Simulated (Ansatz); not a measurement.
Nudged elastic band run: CH4AlGa

The input (input.yaml):

```yaml
crystal:
  periodic: [false, false, false]
  atoms:
    - { symbol: C, position_ang: [-0.619813, 0.158558, -0.528833] }
    - { symbol: Al, position_ang: [-0.198944, 0.737364, 1.250397] }
    - { symbol: Ga, position_ang: [1.178103, -0.860692, 0.103797] }
    - { symbol: H, position_ang: [-0.960289, -0.907631, -0.650461] }
    - { symbol: H, position_ang: [-1.038681, 0.720729, -1.389689] }
    - { symbol: H, position_ang: [-0.186164, 2.122414, 2.051321] }
    - { symbol: H, position_ang: [1.825789, -1.970722, -0.836532] }
basis:
  gaussian: { orbitals: def2-SVP }
hamiltonian:
  xc: pbe
  dispersion: d4
neb:
  order_check: false
  images: 5
  f_tol: 0.05
  max_iterations: 60
  initial_path: idpp
  final_atoms:
    - { symbol: C, position_ang: [-0.62151344, 0.15459132, -0.52386544] }
    - { symbol: Al, position_ang: [-0.19307371, 0.72898024, 1.25656378] }
    - { symbol: Ga, position_ang: [1.18568791, -0.85503411, 0.09913342] }
    - { symbol: H, position_ang: [-1.04313762, 0.73568539, -1.3706796] }
    - { symbol: H, position_ang: [-0.95661394, -0.9085458, -0.67333173] }
    - { symbol: H, position_ang: [-0.19408529, 2.11770983, 2.05023464] }
    - { symbol: H, position_ang: [1.82273708, -1.97336687, -0.83805507] }
```

Command:

```bash
$ ansatz run input.yaml --threads 1 --pin off --max-ram 2048MiB --backend cpu --events-out ev --progress --plain --runs-dir out
```

Output, in part (warnings, iteration lines, the closing report on the highest movable image, with atoms numbered from 0):

```
NEB end point (image 0): max|allowed force component| = 5.611e-3 eV/Å (the criterion of neb.relax_end_points is 1.000e-2)
NEB end point (image 6): max|allowed force component| = 1.395e-2 eV/Å (the criterion of neb.relax_end_points is 1.000e-2)
NEB iter   1: max|band force component| = 1.661e0 eV/Å  barrier→ = 0.8230 eV  barrier← = 0.8228 eV  Δτ_max = 0.2000 Å  (225 SCF iters)
NEB iter   2: max|band force component| = 7.100e-1 eV/Å  barrier→ = 0.3437 eV  barrier← = 0.3435 eV  Δτ_max = 0.1970 Å  (157 SCF iters)
NEB iter   3: max|band force component| = 4.835e-1 eV/Å  barrier→ = 0.1992 eV  barrier← = 0.1990 eV  CI = image 4  Δτ_max = 0.1483 Å  (151 SCF iters)
NEB iter   4: max|band force component| = 2.304e-1 eV/Å  barrier→ = 0.1719 eV  barrier← = 0.1717 eV  CI = image 4  Δτ_max = 0.0771 Å  (145 SCF iters)
NEB iter   5: max|band force component| = 2.428e-1 eV/Å  barrier→ = 0.1614 eV  barrier← = 0.1612 eV  CI = image 4  Δτ_max = 0.0387 Å  (146 SCF iters)
NEB iter   6: max|band force component| = 1.441e-1 eV/Å  barrier→ = 0.1524 eV  barrier← = 0.1522 eV  CI = image 4  Δτ_max = 0.0387 Å  (145 SCF iters)
NEB iter   7: max|band force component| = 1.271e-1 eV/Å  barrier→ = 0.1447 eV  barrier← = 0.1445 eV  CI = image 4  Δτ_max = 0.0773 Å  (146 SCF iters)
NEB iter   8: max|band force component| = 9.662e-2 eV/Å  barrier→ = 0.1365 eV  barrier← = 0.1363 eV  CI = image 4  Δτ_max = 0.0771 Å  (143 SCF iters)
NEB iter   9: max|band force component| = 1.354e-1 eV/Å  barrier→ = 0.1354 eV  barrier← = 0.1352 eV  CI = image 4  Δτ_max = 0.0384 Å  (145 SCF iters)
NEB iter  10: max|band force component| = 1.094e-1 eV/Å  barrier→ = 0.1353 eV  barrier← = 0.1351 eV  CI = image 4  Δτ_max = 0.0385 Å  (135 SCF iters)
NEB iter  11: max|band force component| = 5.580e-2 eV/Å  barrier→ = 0.1353 eV  barrier← = 0.1351 eV  CI = image 4  Δτ_max = 0.0386 Å  (128 SCF iters)
NEB iter  12: max|band force component| = 3.983e-2 eV/Å  barrier→ = 0.1353 eV  barrier← = 0.1351 eV  CI = image 4  Δτ_max = 0.0000 Å  (275 SCF iters)
Total energy: -60052.22183426 eV, -2206.8784475511 hartree
Atom 0 at    -0.817547    -0.143177    -0.230880 Å, force    -0.000899     0.000904     0.001133 eV/Å
Atom 1 at     0.048574     0.656297     1.232196 Å, force     0.002290     0.000021     0.000073 eV/Å
Atom 2 at     1.522686    -0.164343    -0.380334 Å, force    -0.001032     0.000283     0.000399 eV/Å
Atom 3 at    -1.924417    -0.210980    -0.306939 Å, force    -0.000180    -0.000664    -0.001109 eV/Å
Atom 4 at    -0.451118    -0.631600    -1.166531 Å, force     0.000238    -0.000585    -0.000781 eV/Å
Atom 5 at    -0.284808     1.376120     2.601205 Å, force    -0.000179    -0.000156    -0.000199 eV/Å
Atom 6 at     1.906631    -0.882298    -1.748718 Å, force    -0.000238     0.000196     0.000484 eV/Å
Dipole moment:     0.089284     0.008083     0.010985 e Å
```

It converged. The profile has 2 maxima (images 2, 4) with wells between them (image 3): this band takes more than one step, which may be the mechanism or a detour left from its start path. A vibrational analysis at the climbing image gives one clearly imaginary mode, 253i cm⁻¹: a first-order saddle point.

Final band (atoms are numbered from 1 in the order of the input):

| image | path coordinate (Å) | energy (eV) | dihedral H4–C1–Al2–Ga3 (°) |
| --- | --- | --- | --- |
| 0 | 0.00 | 0.000 | 69 |
| 1 | 0.93 | 0.051 | 95 |
| 2 | 1.86 | 0.079 | 129 |
| 3 | 2.78 | 0.015 | 150 |
| 4 | 3.71 | 0.135 | -180 |
| 5 | 4.31 | 0.062 | -159 |
| 6 | 4.91 | 0.000 | -143 |

The run took 110 s on 1 thread of Intel(R) Xeon(R) Processor @ 2.70GHz, with other jobs on the host, peak memory 0.13 GiB.
